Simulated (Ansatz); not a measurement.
A geometry optimisation of Al2FGeH5 with r2SCAN-D4/def2-SVP

The starting geometry of this gas-phase singlet was optimised with r2SCAN-D4; its bonds are those of `[F][AlH][GeH2][AlH2]`.

```yaml
atoms:
  - { symbol: Al, position_ang: [-0.3285, -1.1104, 1.9626] }
  - { symbol: Al, position_ang: [3.3511, 0.1329, 0.5219] }
  - { symbol: F, position_ang: [0.0032, -2.7458, 2.0822] }
  - { symbol: Ge, position_ang: [0.9073, 0.1501, 0.2623] }
  - { symbol: H, position_ang: [-1.3798, -0.5542, 3.0091] }
  - { symbol: H, position_ang: [0.5127, -0.4371, -1.1109] }
  - { symbol: H, position_ang: [0.3601, 1.5946, 0.2885] }
  - { symbol: H, position_ang: [4.0239, 1.0922, 1.5986] }
  - { symbol: H, position_ang: [4.2484, -0.8677, -0.3266] }
```

Task: Predict what becomes of its bonds when it is optimised with r2SCAN-D4/def2-SVP.

Result: A new bond forms, giving a structure with F3 bridging Al2 and Al1, given below by its coordinates. Contacts that close: Al2–F3 (4.68 → 1.96 Å).

The energy falls by 0.47 eV over 47 steps:

| step | E − E(last) (eV) |
| --- | --- |
| 1 | 0.466 |
| 6 | 0.466 |
| 11 | 0.466 |
| 16 | 0.465 |
| 21 | 0.464 |
| 27 | 0.461 |
| 32 | 0.457 |
| 37 | 0.448 |
| 42 | 0.007 |
| 47 | 0.000 |

Final geometry (Å):

```yaml
atoms:
  - { symbol: Al, position_ang: [-0.0782, -0.9041, 1.6751] }
  - { symbol: Al, position_ang: [2.8397, -0.4561, 0.9649] }
  - { symbol: F, position_ang: [1.5845, -1.4222, 2.1109] }
  - { symbol: Ge, position_ang: [0.7963, 0.6163, -0.0365] }
  - { symbol: H, position_ang: [-1.0989, -1.6899, 2.6012] }
  - { symbol: H, position_ang: [0.1967, 0.2312, -1.4014] }
  - { symbol: H, position_ang: [0.3276, 2.0482, 0.2809] }
  - { symbol: H, position_ang: [3.6410, 0.4475, 1.9983] }
  - { symbol: H, position_ang: [3.4897, -1.6163, 0.0943] }
```

Frequencies at the end are all real (lowest 75 cm⁻¹). Run with Ansatz 0.2.0, 2.4 min on 2 threads of Arm Neoverse V1, on a shared host.
